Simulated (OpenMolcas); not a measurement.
What dynamic correlation does to the levels of Al²⁺

| Quantity | Value |
| --- | --- |
| Program | OpenMolcas |
| Basis | ANO-R2 [5s5p3d1f] |
| Scalar Hamiltonian | X2C, finite nucleus |
| Active space | 1 electron in 4 orbitals (3s 3p) |
| State averaging | 2S+1 = 2 even, 1 root; 2S+1 = 2 odd, 3 roots |
| Spin-orbit coupling | state interaction with AMFI integrals over the reference wave functions, term energies averaged over their components |

Methods on the same reference wave functions:
A. CASSCF
B. SS-CASPT2, IPEA 0.25 Eh, imaginary shift 0.1 Eh (closed shells correlated: 2s 2p)

Energies in cm⁻¹ above 3s ²S_1/2, the measured ground level; measured values from NIST levels in Kelleher and Podobedova, J. Phys. Chem. Ref. Data 37, 709 (2008).

```json
{"Level": "3s ²S_1/2", "A": "0.0", "B": "0.0", "Measured": "0.0"}
{"Level": "3p ²P°_1/2", "A": "52504", "B": "52994", "Measured": "53683"}
{"Level": "3p ²P°_3/2", "A": "52697", "B": "53187", "Measured": "53917"}
```

Deviations, from unrounded energies. A percentage is the sum of absolute deviations over the sum of measured energies, with the sign that they share, or ± where signs differ.

```tsv
Against measurement	Levels	A	B
mean absolute deviation (cm-1)	2	1200	710
other configurations (%)	2	-2.2	-1.3
```

B lies closest to measurement on these levels. The largest miss of B in the table is 3p ²P°_3/2, by -730 cm-1. The ranking rests on the paired levels alone, and a cruder setting can come out closer through cancelling errors.

The lowest spin-free term lies below A's lowest term by 0.204 hartree in B.

With one active electron the reference holds no correlation, so core polarisation is missing (holds for A). With one active electron, CASPT2 adds the correlation within the correlated inactive shells and between them and that electron, and leaves the splitting within a term as the reference gives it (holds for B). Computed and measured levels are paired by configuration, term and J; levels that our copy of the source lacks, or whose pairing is in doubt (as where it misses far off the trend of its configuration), stay unpaired and out of the deviations. Only configurations of the active space appear.

° marks odd parity.
